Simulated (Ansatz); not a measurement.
System: C$_{3}$H$_{5}$O, charge 0, multiplicity 2. It need not be the lowest isomer of its formula. SMILES: [CH]=CCO
Structure (B3LYP-D3(BJ)/def2-TZVP (Ansatz, an electronic-structure program) minimum search):
```xyz
9

C      1.7481    -0.3854    -0.5112
C      0.8021     0.1491     0.2096
C     -0.5852     0.4707    -0.2841
O     -1.5829    -0.2119     0.4695
H      2.7726    -0.7024    -0.4004
H      0.9792     0.3713     1.2666
H     -0.6632     0.2459    -1.3519
H     -0.7931     1.5328    -0.1432
H     -1.4225    -1.1588     0.3869
```
Charge 0, spin multiplicity 2.

Parts of the frozen-core correlation energy in cc-pwCVTZ (Ansatz, hartree). Frozen orbitals: 4; correlated occupied orbitals by spin: 12 and 11; virtual: 226 and 227. Open shells are spin-unrestricted. Spin-orbit coupling is left out. Non-relativistic.

| term | value |
|---|---|
| reference (HF) | -191.35392 |
| MP2 opposite-spin | ___ |
| MP2 same-spin | ___ |
| CCSD correlation | ___ |
| (T) | -0.03113 |
| T1 diagnostic | 0.029 |
| largest doubles amplitude | 0.050 |
| <S^2> of the reference | 0.922 |

Question: Complete the blanks.

Answer: 
- MP2 opposite-spin, value: -0.53350
- MP2 same-spin, value: -0.16966
- CCSD correlation, value: -0.74160
